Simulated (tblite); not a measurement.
Compound: C7H12BF.
SMILES with atom numbers: `[CH2:1]=[CH:2][C@@H:3]1[BH:4][CH2:5][C@@H:6]([F:7])[C@@H:8]1[CH3:9]` (hydrogens: H10, H11 on C1; H12 on C2; H13 on C3; H14 on B4; H15, H16 on C5; H17 on C6; H18 on C8; H19, H20, H21 on C9)

Cartesian coordinates in Å at the GFN2-xTB level; atoms count from 1:
```
atom  x, y, z in Å
C1     2.6351    1.0604   -0.1985
C2     1.5114    0.4032   -0.4219
C3     0.5800   -0.0755    0.6582
B4     0.5641   -1.6563    0.5304
C5    -0.7820   -2.0432   -0.1791
C6    -1.4250   -0.7113   -0.5831
F7    -2.8066   -0.7778   -0.5104
C8    -0.8845    0.3431    0.3912
C9    -1.0610    1.7739   -0.1002
H10    3.2825    1.3731   -1.0002
H11    2.9527    1.3180    0.7985
H12    1.2224    0.1557   -1.4347
H13    0.9302    0.3356    1.6074
H14    1.4021   -2.3875    0.8775
H15   -1.4386   -2.5195    0.5567
H16   -0.7232   -2.7418   -1.0140
H17   -1.2029   -0.4490   -1.6246
H18   -1.4447    0.2228    1.3254
H19   -0.5271    1.9341   -1.0341
H20   -2.1163    1.9841   -0.2617
H21   -0.6775    2.4750    0.6376
```

Calculated harmonic vibrations of the isolated species, GFN2-xTB (tblite), most abundant isotopes, no scaling. The method is semi-empirical: single wavenumbers can be off by several per cent or more. Modes of hydrogen on boron can be 10 to 20 % off. One conformer, not necessarily the lowest.

Harmonic wavenumbers (cm⁻¹): 62.3, 79.5, 112.4, 196.6, 220.4, 247.9, 256.4, 349.6, 377.8, 396.8, 483.5, 527.9, 576.6, 657.2, 683.0, 764.2, 828.8, 849.5, 886.8, 889.1, 934.1, 977.4, 1001.3, 1028.2, 1032.5, 1043.2, 1083.6, 1108.4, 1123.9, 1148.0, 1168.4, 1186.6, 1231.9, 1249.2, 1257.4, 1281.6, 1303.2, 1315.7, 1343.7, 1412.0, 1414.6, 1435.4, 1496.3, 1498.2, 1698.0, 2692.5, 2911.2, 2934.4, 2947.0, 2964.6, 2997.6, 3033.0, 3034.3, 3040.7, 3056.4, 3098.7, 3123.2.

A = 2644, B = 1231, C = 944.1 MHz; mass 126.102 u (most abundant isotopes); point group C1, symmetry number 1.

Problem. Zero-point energy?

Solution. Half the sum of the wavenumbers: 38026 cm⁻¹ = 108.72 kcal/mol.

Problem. Entropy at 200 K, 1 bar (ideal gas, RRHO, classical rotation)?

Solution. Translation 38.45, rotation 27.85, vibration 16.76: S = 83.1 cal/(mol K).

Problem. And Cp and H(200 K) − H(0)?

Solution. Cp = 27.93 cal/(mol K), of which vibrations give 19.98 (their classical limit is 57 R = 113.3); H(200 K) − H(0) = 3.50 kcal/mol without the zero-point energy, 1.91 from vibrations.

Problem. Blend soft modes into free rotors: weight 1/[1 + (100 cm⁻¹/ν̃)⁴] for the oscillator and the rest for a rotor with moment μB/(μ + B), μ = h/(8π²ν), B = 10⁻⁴⁴ kg m². What vibrational entropy results?

Solution. 15.89 cal/(mol K) in place of 16.76, which changes −T·S at 200 K by +0.17 kcal/mol.

Problem. Which modes carry the vibrational entropy at 200 K?

Solution. 62.3 cm⁻¹: 3.60; 79.5 cm⁻¹: 3.12; 112.4 cm⁻¹: 2.46; 196.6 cm⁻¹: 1.46; 220.4 cm⁻¹: 1.27; 247.9 cm⁻¹: 1.08 cal/(mol K); the other 51 give 3.77 together.

Problem. What must be added to the electronic energy to get the Gibbs energy at 200 K and 1 bar?

Solution. ZPE + [H(200 K) − H(0)] − T·S = 108.72 + 3.50 − 16.61 = 95.61 kcal/mol.

Problem. How do the functions run with temperature in this model?

Solution. 
| T (K) | S (cal/(mol K)) | Cp (cal/(mol K)) | H − H(0) (kcal/mol) | G − H(0) (kcal/mol) | ln q(vib) |
| --- | --- | --- | --- | --- | --- |
| 50 | 57.5 | 12.2 | 0.48 | -2.40 | 0.34 |
| 100 | 67.7 | 17.7 | 1.22 | -5.54 | 1.30 |
| 298.15 | 96.3 | 39.2 | 6.78 | -21.92 | 6.03 |
| 373.15 | 106.0 | 48.0 | 10.06 | -29.50 | 7.93 |
| 500 | 121.9 | 60.9 | 16.99 | -43.97 | 11.22 |
| 750 | 150.3 | 78.8 | 34.64 | -78.08 | 17.74 |
| 1000 | 174.7 | 90.4 | 55.88 | -118.78 | 23.97 |

q(vib) and H(0) count from the zero-point level.

Hindered rotation and anharmonicity are outside this model. Other conformers, if any are populated, would add a mixing term that is left out. The structure is chiral; the term R ln 2 for an equal mix with its mirror image is left out.

On an Arm Neoverse V2 with one thread (shared host), this took 0.63 s. This covers the Hessian and the dipole derivatives.
